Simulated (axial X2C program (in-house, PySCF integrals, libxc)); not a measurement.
Outer orbitals of NaHg⁺ at 3.033 Å, BP86

All values were computed with an in-house all-electron X2C program for linear molecules (integrals from PySCF). Spin-free means the one-electron spin-free X2C Hamiltonian; two-component (2c) means X2C with spin–orbit coupling and atomic mean-field two-electron Coulomb and Gaunt terms, so the difference of the two also holds small scalar two-electron terms. Basis: Hg dyall-cv3z [13s14p9d6f4g], Na dyall-cv3z [9s8p5d2f] (cores contracted in-house); Gaussian nuclei, density fitting, unrestricted open shells. Masses: Hg 201.971 u, Na 22.990 u.

The distance is close to the 2c PBE0 minimum; the highest filled and lowest empty levels are listed.

Spin-free orbitals, state M_S = 0, Λ = 0 (closed shell) (Löwdin shares):

| symmetry | occupied | ε (eV) | atomic character |
| --- | --- | --- | --- |
| σα | yes | -14.94 | 99% Hg d |
| π-α | yes | -14.86 | 100% Hg d |
| π+α | yes | -14.86 | 100% Hg d |
| δ+α | yes | -14.74 | 100% Hg d |
| δ-α | yes | -14.74 | 100% Hg d |
| σα | yes | -11.83 | 76% Hg s, 10% Na p, 8% Na s |
| σα | no | -6.92 | 50% Na s, 42% Hg p, 5% Hg s |
| π+α | no | -5.53 | 74% Hg p, 20% Na p, 6% Na d |
| π-α | no | -5.53 | 74% Hg p, 20% Na p, 6% Na d |
| σα | no | -4.89 | 38% Na p, 31% Hg p, 27% Na s |

One partner of each degenerate Kramers or spin pair is listed.

Spinors with spin–orbit coupling (state Ω = 0):

```csv
ω,occupied,ε (eV),atomic character,λ mixture
1/2,yes,-35.37,100% Na p,"72% σ, 28% π"
1/2,yes,-16.01,100% Hg d,"58% π, 42% σ"
3/2,yes,-15.89,100% Hg d,"78% δ, 22% π"
1/2,yes,-14.26,99% Hg d,"58% σ, 42% π"
3/2,yes,-14.18,100% Hg d,"78% π, 22% δ"
5/2,yes,-14.09,100% Hg d,100% δ
1/2,yes,-11.84,"76% Hg s, 10% Na p, 8% Na s",100% σ
1/2,no,-7.00,"48% Hg p, 45% Na s, 5% Hg s","95% σ, 5% π"
1/2,no,-5.85,"69% Hg p, 15% Na p, 9% Na s","86% π, 14% σ"
3/2,no,-5.33,"70% Hg p, 24% Na p, 6% Na d",100% π
1/2,no,-4.84,"39% Na p, 34% Hg p, 23% Na s","91% σ, 9% π"
```

One partner of each degenerate Kramers or spin pair is listed.

Task: How does the gap between the highest filled and lowest empty level change from the spin-free to the 2c table?

Result: From 4.91 to 4.84 eV at BP86, a change of -0.07 eV.

Mulliken charges and populations of the two-component result (they depend on the basis, above all on diffuse functions):

Hg 0.13 e (s 11.87 p 24.02 d 29.99 f 14.00), Na 0.87 e (s 4.07 p 6.04 d 0.01).

The state is a single determinant with fixed occupations, the lowest that a limited PBE0 search found.
